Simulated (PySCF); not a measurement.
C5H5FO2 (charge -1 and doublet state).
Atom-mapped SMILES: `[CH3:1][O:2][C-:3]1[CH:4][O:5][C:6]([F:7])=[CH:8]1` (hydrogens: H9, H10, H11 on C1; H12 on C4; H13 on C8)

Geometry (GFN2-xTB, Å), atoms numbered from 1 in this order:
```
atom  x, y, z in Å
C1    -2.192    0.002    0.130
O2    -1.179   -0.657   -0.560
C3     0.114   -0.205   -0.272
C4     0.483    0.740    0.655
O5     1.860    0.924    0.614
C6     2.361    0.094   -0.409
F7     3.487   -0.698    0.166
C8     1.256   -0.683   -0.906
H9    -3.136   -0.446   -0.189
H10   -2.208    1.078   -0.097
H11   -2.088   -0.114    1.218
H12   -0.061    1.371    1.331
H13    1.300   -1.405   -1.698
```

The hyperfine couplings belong to this conformer and change with its torsions.

Computed, not measured: PySCF, UKS B3LYP, pcH-1 on C F H O, non-relativistic, mean-field spin-orbit, GIAO. Whether the extra electron is bound in the gas phase wasn't checked; a finite basis holds it in any case. Couplings are sensitive to structure, and on GFN2-xTB geometries they can be far from those on DFT ones, by a factor of two or more for some ions and for spin on atoms past the first row. No stability test was run, so a lower SCF solution isn't excluded.

Principal values of hyperfine tensors in MHz (contact and dipolar terms together), for some of the nuclei:

```csv
atom,isotope,A1,A2,A3
F7,19F,577.12,595.54,1250.38
O5,17O,-108.40,-42.07,-41.60
C8,13C,20.30,22.77,78.23
C4,13C,13.26,15.89,64.32
H12,1H,-22.45,-13.56,-2.64
H13,1H,-19.55,-13.72,2.91
C3,13C,-18.55,-1.29,0.09
C1,13C,2.45,3.02,3.66
```

(1) Split each tensor into its isotropic and traceless parts, and turn a_iso into mT with g = 2.0031.

(2) What spin density at the nucleus of C8 lies behind its contact coupling (g_N = 1.40482)?

(3) C6 (13C, g_N = 1.40482) isn't in the table. Its spin density at the nucleus is 0.4264 bohr⁻³. What is its contact coupling?

(4) Which nucleus of the table has the largest anisotropic coupling, and what is its form?

(5) In a single crystal, with the field along each principal axis of the tensor of C8 in turn, what first-order splitting does this nucleus give (isotropic g, quadrupole terms neglected)?

## Answers

(1) a_iso is a third of the trace, T = A − a_iso, and a(mT) = a(MHz)/(g × 13.996).

| atom | a_iso (MHz) | a_iso (mT) | T1 | T2 | T3 |
| --- | --- | --- | --- | --- | --- |
| F7 | 807.68 | 28.809 | -230.56 | -212.14 | 442.70 |
| O5 | -64.03 | -2.284 | -44.38 | 21.95 | 22.43 |
| C8 | 40.43 | 1.442 | -20.14 | -17.66 | 37.80 |
| C4 | 31.16 | 1.111 | -17.90 | -15.27 | 33.16 |
| H12 | -12.88 | -0.460 | -9.57 | -0.67 | 10.24 |
| H13 | -10.12 | -0.361 | -9.43 | -3.60 | 13.03 |
| C3 | -6.58 | -0.235 | -11.97 | 5.29 | 6.68 |
| C1 | 3.04 | 0.109 | -0.59 | -0.02 | 0.61 |

(2) a_FC = (2μ0/3) gₑ μB g_N μN ρ(0)/(2S·h) = 800.24 MHz × g_N × ρ(0)/(2S), with ρ in bohr⁻³. With a_FC = 40.43 MHz and 2S = 1, ρ(0) = 0.03596 bohr⁻³.

(3) By the same relation, a_FC = 479.3 MHz. Its full tensor has the principal values 431.37, 441.18, 565.36 MHz.

(4) F7: -230.6, -212.1, 442.7 MHz, nearly axial, close to the ratio −1:−1:+2.

(5) 2 lines (I = 1/2), spaced by |A_i|/(g × 13.996): 0.72, 0.81, 2.79 mT along the axes of A1, A2 and A3.

Time: 42 s wall (with the writing of density and orbital grids); peak memory 0.90 GiB. Hardware: an Arm Neoverse V2 with one thread, no GPU, shared host.

The SMILES draws the unpaired electron on C4; the largest computed Mulliken spin population is on C6 (0.52 against 0.21).
